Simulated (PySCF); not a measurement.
# Which determinant of NaAs lies lowest?

Unrestricted PBE0; PySCF, no relativity, basis sets Na 6-311G(d,p), As 6-311G(d,p). Outer shells of the fragments: Na 3s1; As 3d10 4s2 4p3.

Followed along the bond (rough minima from three points):

| 2Ms+1 | unpaired | ⟨S²⟩ at the start | R at minimum (Å) | Te (eV) |
| --- | --- | --- | --- | --- |
| 3 | π ↑↑ | 2.03 | 2.75 | 0.00 |
| 1 | π ↑↓ | 1.01 | 2.74 | 0.35 |
| 3 | σ ↑, π ↑ | 2.00 | 2.63 | 0.77 |
| 1 | σ ↓, π ↑ | 1.01 | 2.65 | 1.09 |
| 1 | none | 0.00 | 2.73 | 1.35 |

Solutions found at the starting distance of 2.750 Å, counted from the lowest of them; the search is not exhaustive and high or unbound solutions are not listed, so other states can lie among these:

| 2Ms+1 | unpaired | term | E (eV) | ⟨S²⟩ | ⟨Lz²⟩ | μ (D) |
| --- | --- | --- | --- | --- | --- | --- |
| 3 | π ↑↑ | ³Σ⁻ | 0.00 | 2.03 | 0.00 | -6.98 |
| 1 | π ↑↓ | mixed | 0.35 | 1.01 | 2.01 | -7.24 |
| 3 | σ ↑, π ↑ | ³Π | 0.80 | 2.00 | 1.01 | -8.55 |
| 1 | σ ↓, π ↑ | mixed | 1.11 | 1.01 | 1.01 | -8.42 |
| 1 | none | mixed | 1.36 | 0.00 | 2.00 | -7.24 |
| 5 | σ ↑↑, π ↑↑ | ⁵Σ⁻ | 1.77 | 6.00 | 0.00 | 3.30 |
| 3 | σ ↑↑, π ↑↓ | mixed | 2.52 | 3.01 | 2.01 | 3.43 |
| 1 | σ ↓↓, π ↑↑ | mixed | 2.53 | 2.01 | 0.00 | 3.62 |
| 3 | σ ↑, π ↑ | ³Π | 3.23 | 2.00 | 1.00 | 3.46 |
| 1 | σ ↓, π ↑ | mixed | 3.25 | 1.00 | 1.00 | 3.70 |

A term symbol is given only where ⟨S²⟩ and ⟨Lz²⟩ are close to those of a pure state; real π, δ and φ orbitals otherwise mix terms. A positive dipole means Na(−)As(+).

Spin–orbit coupling is left out. Counting both spins, an empty level lies below a filled one in some of these solutions, because spin and occupation are held.
